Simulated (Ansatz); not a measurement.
C3H7FSi, SMILES `C=C([SiH3])CF`. The species carries charge 0 and has multiplicity 1. All single points use the PBE0-D4/def2-TZVP geometry. It is one conformer, not always the lowest.

```xyz
12

C    -1.433   -0.603    0.325
C    -0.280   -0.024    0.000
Si    1.337   -0.752    0.591
C    -0.230    1.211   -0.838
F    -1.482    1.650   -1.210
H    -2.384   -0.198   -0.008
H    -1.464   -1.500    0.933
H     2.205   -1.111   -0.564
H     1.043   -1.964    1.395
H     2.085    0.233    1.420
H     0.345    1.031   -1.754
H     0.258    2.027   -0.290
```

What is the dipole moment at r2SCAN/def2-TZVPP? (An estimate is asked.)

The calculation gave: 0.98 D, with components (0.86, -0.36, 0.29) D in this frame, pointing from negative to positive charge.

And with PBE, B3LYP, ωB97M-V? (An estimate is asked.)

Ansatz gave: PBE 0.92 D, B3LYP 1.06 D, ωB97M-V 1.04 D.

Give the Mulliken charges with r2SCAN, ωB97M-V, PBE in def2-TZVPP. (Estimate.)

The calculation gave: 
```csv
atom,r2SCAN,ωB97M-V,PBE
C1,-0.15,-0.19,-0.19
C2,-0.14,-0.16,-0.06
Si3,0.30,0.19,0.19
C4,0.16,0.04,0.04
F5,-0.24,-0.23,-0.20
H6,0.09,0.12,0.10
H7,0.08,0.10,0.09
H8,-0.07,-0.03,-0.05
H9,-0.07,-0.02,-0.05
H10,-0.07,-0.03,-0.05
H11,0.05,0.11,0.09
H12,0.05,0.11,0.09
```

B3LYP here is the variant with VWN-RPA as its local correlation; programs differ in this.
